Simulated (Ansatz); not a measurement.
In9P8⁺, relaxed as a singlet with RKS PBE-D4/def2-SVP in Ansatz, starting from the GFN1-xTB geometry. Force threshold 0.03 eV/Å.

In the def2 sets In takes a core potential; there is no spin–orbit coupling. The structure comes from a short search, and lower isomers may exist.

Start:

```xyz
17

In   -1.415    3.598    0.993
In   -3.951    3.083   -0.471
In    3.395    1.253    1.223
In    1.935   -1.716    4.306
In    0.268   -2.414   -3.241
In   -1.239    0.517    1.051
In    0.838   -3.156   -0.259
In   -2.247   -2.316    1.023
In   -1.268    0.281   -3.490
P     0.373    1.924   -1.259
P     0.811   -0.263   -1.654
P     0.110   -1.955    2.319
P     1.940   -1.003    1.725
P     0.939    2.258    0.784
P     2.426   -0.899   -0.390
P    -1.781    2.079   -1.492
P    -1.135   -1.272   -1.169
```

(1) Estimate the energy that the relaxation releases and the steps that it takes.

(2) Does the start keep its bonding and symmetry?

(3) Predict the relaxed structure.

Results:

(1) 54.5 kcal/mol, in 24 steps; 94 s on 2 threads of AMD EPYC 7R13 on a shared host and a share (18 GiB) of an NVIDIA H100 80GB HBM3. No frequencies were taken in this run, so the end may be a saddle point.

(2) Bonds lost: In1–P14, In3–P13, In7–P17, In9–P17 (atoms count from 1). Bonds formed: In2–P17, P13–P14 (atoms count from 1). Metal–metal contacts that move far: In1–In2 2.97 to 4.01 Å, In2–In6 4.03 to 3.06 Å, In5–In7 3.13 to 4.00 Å.

(3) 
```tsv
atom	x (Å)	y (Å)	z (Å)
In1	-1.293	3.775	1.101
In2	-3.352	0.984	-0.905
In3	3.746	1.651	-0.118
In4	1.626	-1.304	4.559
In5	-0.311	-2.159	-3.633
In6	-1.546	0.529	1.529
In7	0.618	-3.345	0.074
In8	-2.347	-2.798	0.845
In9	-1.170	0.955	-3.606
P10	0.863	1.865	-0.928
P11	0.773	-0.288	-1.546
P12	-0.194	-1.644	2.450
P13	1.564	-0.463	1.714
P14	1.086	1.694	1.318
P15	2.358	-1.124	-0.235
P16	-1.120	2.664	-1.471
P17	-1.303	-0.993	-1.147
```
Bond lengths (bridged metal pairs left out): 12 × In–P 2.72 to 2.97 Å; 8 × P–P 2.21 to 2.26 Å; 4 × In–In 3.06 to 3.28 Å.
